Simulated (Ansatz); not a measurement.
Frontier orbitals of AlBH5Sb, SMILES `[BH2][AlH][SbH2]`.

The species carries charge 0 and has multiplicity 1. Correlated methods include outer-core shells of Sb, which these sets cover unevenly. Sb takes the def2 core potential. Geometry: relaxed with PBE0-D4/def2-TZVP. Basis def2-TZVPP, the Gaussian-basis code of Ansatz.

Orbital energies of one run (eV). Highest occupied ones, from the top: -6.64, -7.88, -8.21, -9.62, -9.88, -10.85, -14.14, -15.85, -35.40, -35.44, -35.48, -35.54, -35.59, -73.65. Empty: -2.43, -1.67, -0.27, 0.17, 0.41, 1.44.

(1) Which functional gave them?
A. B97M-V
B. ωB97M-V
C. PBE0
D. HSE06 (plane-wave form)

## Answers

(1) C. HOMO energies: PBE0 -6.64, ωB97M-V -8.52, B97M-V -5.92, HSE06 -6.27 eV.
